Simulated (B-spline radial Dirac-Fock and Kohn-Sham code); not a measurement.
## Elastic and transport cross sections of barium for electrons

These are calculated numbers from an atomic code on a B-spline grid; the model is relativistic (Dirac) partial waves in the static field of the Dirac-Fock atom with Furness-McCarthy exchange, without polarisation or absorption potentials. σ_tr1 and σ_tr2 weight the cross section with 1 − P₁ and 1 − P₂ of cos θ; "backward" is the share scattered beyond 90°.

```tsv
energy (eV)	σ (a₀²)	σ_tr1 (a₀²)	σ_tr2 (a₀²)	σ/σ_tr1	backward (%)
7270	4.60	0.166	0.282	27.7	1.0
7510	4.51	0.159	0.271	28.4	1.0
10000	3.75	0.104	0.188	36.2	0.71
12600	3.22	0.0730	0.139	44.1	0.53
13700	3.05	0.0642	0.124	47.5	0.48
14500	2.93	0.0589	0.115	49.8	0.45
16500	2.69	0.0482	0.0960	55.7	0.38
17900	2.54	0.0425	0.0857	59.8	0.34
20000	2.36	0.0358	0.0733	65.9	0.30
22200	2.19	0.0304	0.0632	72.2	0.26
23600	2.10	0.0276	0.0578	76.2	0.24
30000	1.78	0.0189	0.0408	94.1	0.18
34900	1.60	0.0149	0.0327	108	0.15
42900	?	?	?	?	?
50000	1.24	0.00836	0.0191	149	0.092
51700	1.21	0.00792	0.0181	153	0.088
59400	1.10	0.00633	0.0147	174	0.073
63300	1.05	0.00572	0.0133	184	0.067
69600	0.987	0.00491	0.0115	201	0.059
100000	0.774	0.00274	0.00660	283	0.037
126000	0.667	0.00189	0.00463	353	0.027
144000	0.615	0.00153	0.00377	403	0.022
200000	0.510	0.000907	0.00229	562	0.014
300000	0.417	0.000483	0.00124	863	0.0078
```

**Question.** Fill in the row for 42.9 keV.

**Answer.** σ = 1.38 a₀², σ_tr1 = 0.0107 a₀², σ_tr2 = 0.0240 a₀², σ/σ_tr1 = 129, backward 0.11 %. The ratio σ/σ_tr1 is roughly the number of elastic collisions that randomise the direction.
